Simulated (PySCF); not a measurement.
## A small calculation by hand: oscillator strength and radiative lifetime

Al(H)(vinyl)(OMe) (C3H7AlO), SMILES C=[CH][AlH][O]C.

Coordinates come from a ωB97X-D3(BJ)/def2-SVP optimisation. The structure was generated by enumeration; whether it is a known compound was not checked. One conformer was computed; it need not be the lowest.

PySCF with TDDFT-PBE/def2-SVPD puts the first singlet state with f over 0.02 at 4.92 eV (vertical), with the transition dipole (-0.099, -0.856, 0.000) in atomic units.

Question: Find the oscillator strength, the wavelength and the radiative lifetime that this transition would have in vacuum if emission retraced absorption.

Answer: 
|μ|² = 0.7425 au, so |μ| = 2.19 D. ΔE = 4.92/27.211 = 0.1808 hartree. f = (2/3) ΔE |μ|² = 0.090 (the program prints 0.090).
λ = 1239.84/4.92 = 252 nm; ν = 39682 cm⁻¹.
Einstein's coefficient A = 0.6670 ν² f s⁻¹ (ν in cm⁻¹) = 9.4e7 s⁻¹, so τ = 1/A = 11 ns. This state is S2; the lower singlet has f = 0.000. The figure is the radiative limit of this one transition; relaxation, internal conversion, crossing to triplets and a medium change what is measured.
